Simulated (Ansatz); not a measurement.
H$_{4}$HfS$_{4}$, SMILES `[SH][Hf]([SH])([SH])[SH]`, 9 atoms. The species carries charge 0 and has multiplicity 1. Correlated methods include outer-core shells of Hf, which these sets cover unevenly. Hf: def2 effective core potential. Hardware: A = 2 threads of an AMD EPYC 7R13 on a shared host; B = 2 threads of an AMD EPYC 7R13 on a shared host and a share of an NVIDIA H100 80 GB. Correlated methods freeze the cores. Open-shell runs search over several starts.

**Question.** Give the basis size and wall time and peak host memory of each of these runs in Ansatz. RKS B2PLYP (frozen core)/def2-TZVPP energy [B]; UKS ωB97M-V/def2-TZVPP energy of the cation [B]; RHF-CCSD(T)/def2-TZVPP energy [B]; RKS ωB97M-V/def2-SVP energy [A]; RKS PBE0-D4/def2-SVP energy [A]; UKS B2PLYP (frozen core)/def2-TZVPP energy of the cation [B]; UKS ωB97X-V/def2-TZVPP energy of the cation [B]; direct RPA on PBE orbitals/def2-TZVPP energy [B]; UHF-CCSD(T)/def2-TZVPP energy of the cation [B]; RHF-CCSD(T)/def2-SVP energy [B]; RKS ωB97M-V/def2-QZVPP energy [B]; RKS LC-ωPBE/def2-TZVPP energy [B]. (Best estimate.)

**Answer.** The calculation gave: Other jobs shared the machine, so times are rough.

```csv
level,job,functions,wall time,peak host memory (GiB)
RKS PBE0-D4/def2-SVP,energy [A],124,3.3 s,0.61
RKS LC-ωPBE/def2-TZVPP,energy [B],280,3.6 s,0.89
RHF-CCSD(T)/def2-SVP,energy [B],124,3.6 s,0.82
RKS B2PLYP (frozen core)/def2-TZVPP,energy [B],280,6.5 s,1.2
direct RPA on PBE orbitals/def2-TZVPP,energy [B],280,7 s,1.3
RHF-CCSD(T)/def2-TZVPP,energy [B],280,8 s,0.87
RKS ωB97M-V/def2-QZVPP,energy [B],481,10 s,1.2
RKS ωB97M-V/def2-SVP,energy [A],124,11 s,0.61
UHF-CCSD(T)/def2-TZVPP,energy of the cation [B],280,32 s,0.92
UKS ωB97M-V/def2-TZVPP,energy of the cation [B],280,33 s,1.3
UKS ωB97X-V/def2-TZVPP,energy of the cation [B],280,34 s,1.2
UKS B2PLYP (frozen core)/def2-TZVPP,energy of the cation [B],280,37 s,1.3
```

LC-ωPBE has ω = 0.4 bohr⁻¹.
